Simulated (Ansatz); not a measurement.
Consider the ligand exchange at a B–C bond: `BC[SiH2][NH][AlH2]` + `CC(N)F` → `BNC(C)F` + `C[SiH2][NH][AlH2]`.

Gas-phase electronic energies from Ansatz, PBE0-D4/def2-TZVP geometries. CBS: MP2 limit from def2 TZ/QZ plus the TZ coupled-cluster correction, frozen cores. DFT in def2-TZVPP. B3LYP here is the variant with VWN-RPA as its local correlation; programs differ in this. Each species was taken in one conformer, which may not be the lowest.

Task: Is it downhill or uphill in electronic energy at CCSD(T)/CBS, and by how much? (Best estimate.)

Result: Ansatz gave: Downhill: ΔE = -120.4 kJ/mol.

Task: What do these levels give: PBE-D4, r2SCAN-D4, PBE0-D4, B3LYP, CCSD/def2-TZVPP, CCSD(T)/def2-TZVPP? (An estimate is asked.)

Result: The calculation gave: PBE-D4 -119.1, r2SCAN-D4 -119.5, PBE0-D4 -118.7, B3LYP -124.9, CCSD/def2-TZVPP -121.9, CCSD(T)/def2-TZVPP -122.2 kJ/mol.

Largest T1 diagnostic among the species: 0.012.
